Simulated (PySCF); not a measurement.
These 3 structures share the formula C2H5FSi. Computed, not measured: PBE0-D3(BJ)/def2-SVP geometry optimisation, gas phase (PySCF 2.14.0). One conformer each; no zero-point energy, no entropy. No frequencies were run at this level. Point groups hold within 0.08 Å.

**Question.** Order them by energy at this level, lowest first, and give relative energies in kcal/mol.
A. `F[SiH]1CC1`
B. `[CH2:1]=[CH:2][SiH2:3][F:4]` with C1–C2–Si3–F4 115°
C. `F[C@@H]1C[SiH2]1`

**Answer.** B (0.0), A (7.1), C (52.5).

As drawn, the lowest has an Si–F bond and a C=C bond outside aromatic rings, which the highest lacks; the highest has a three-membered ring, which the lowest lacks.

```
          SMILES      E (Eh)  E rel (kcal/mol)  dipole (D)  point group      A, B, C (MHz)
      C=C[SiH2]F  -468.04267               0.0        1.98           C1  15672, 3175, 2988
      F[SiH]1CC1  -468.03130               7.1        1.39           Cs  13039, 4287, 4156
F[C@@H]1C[SiH2]1  -467.95898              52.5        1.62           C1  11684, 4433, 3714
```

**Question.** How do the relative energies change in single points at PBE0/pcSseg-1 (no added dispersion term) on the same geometries?

**Answer.** 
```json
{"SMILES": "C=C[SiH2]F", "PBE0-D3(BJ)/def2-SVP (kcal/mol)": "0.0", "PBE0/pcSseg-1 (kcal/mol)": "0.0", "shift": "0.0"}
{"SMILES": "F[SiH]1CC1", "PBE0-D3(BJ)/def2-SVP (kcal/mol)": "7.1", "PBE0/pcSseg-1 (kcal/mol)": "8.3", "shift": "+1.2"}
{"SMILES": "F[C@@H]1C[SiH2]1", "PBE0-D3(BJ)/def2-SVP (kcal/mol)": "52.5", "PBE0/pcSseg-1 (kcal/mol)": "55.1", "shift": "+2.6"}
```

Each column counts from its own lowest isomer. The order is unchanged; the largest shift is 2.6 kcal/mol.
